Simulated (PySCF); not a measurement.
Species: C4H4F2Ge.
SMILES: `FC1=[C](F)[GeH2][CH]=C1`

Level of theory: PySCF 2.14.0, density-fitted response routines, TDDFT B3LYP/def2-SVPD, vertical, gas phase, core orbitals frozen in the response. Geometry: PBE0-D3(BJ)/def2-SVP; no solvent, vibrations or thermal averaging. Relativistic effects, spin–orbit coupling among them, are left out although an element past zinc is present.

Computed states:

| state | E (eV) | f |
| --- | --- | --- |
| S1 | 4.23 | 0.055 |
| S2 | 5.36 | 0.0051 |
| S3 | 5.63 | 0.0005 |
| S4 | 5.83 | 0.0018 |
| S5 | 6.33 | 0.053 |
| S6 | 6.35 | 0.0016 |

Broadening: Gaussians 0.25 eV wide at half height, area fixed by f = 4.319×10⁻⁹ ∫ε dν̃. The width is an assumption, not a result. The curve ends short of the highest state used, and states not computed would add to its high-energy end.

**Question.** What does the envelope look like, and where are its maxima?

**Answer.** 
```csv
E (eV),ε (L mol⁻¹ cm⁻¹)
3.85,10
3.89,36
3.92,85
3.96,236
3.99,465
4.03,1013
4.06,1655
4.10,2813
4.13,3814
4.16,4775
4.20,5690
4.23,5912
4.27,5495
4.30,4739
4.34,3436
4.37,2460
4.41,1391
4.44,827
4.47,453
4.51,180
4.54,82
4.58,25
4.61,10
4.65,2
4.68,1
4.72,0
4.75,0
4.78,0
4.82,0
4.85,0
4.89,0
4.92,0
4.96,0
4.99,1
5.02,3
5.06,11
5.09,23
5.13,55
5.16,97
5.20,183
5.23,268
5.27,393
5.30,477
5.33,535
5.37,552
5.40,517
5.44,421
5.47,334
5.51,227
5.54,167
5.58,118
5.61,103
5.64,101
5.68,116
5.71,135
5.75,165
```

Maxima: 293 nm (4.23 eV), ε about 5900, made up of S1 (100%); 231 nm (5.36 eV), ε about 560, made up of S2 (100%) (ε in L mol⁻¹ cm⁻¹; maxima over ε = 5, shares over 10%). At its high-energy end, 5.75 eV, the curve is still rising (ε about 160, from S3 and S4).

**Question.** Coming from long wavelengths, where does ε first pass 100 L mol⁻¹ cm⁻¹?

**Answer.** At about 316 nm (3.93 eV), 0.30 eV below S1.

**Question.** What would ε be at 4.23 eV, the highest of these maxima, with half the width (0.125 eV)?

**Answer.** About 11800 L mol⁻¹ cm⁻¹ against 5910, a factor of about 2.00; a lone state at its own centre would give exactly 2.

**Question.** On this curve, what absorbance would a 10⁻⁴ mol/L sample give at 222 nm over a 1 cm path?

**Answer.** 222 nm is 5.585 eV, where ε is about 110 L mol⁻¹ cm⁻¹, so A = ε c l ≈ 0.011 (Beer–Lambert, with the gas-phase spectrum and the assumed width).
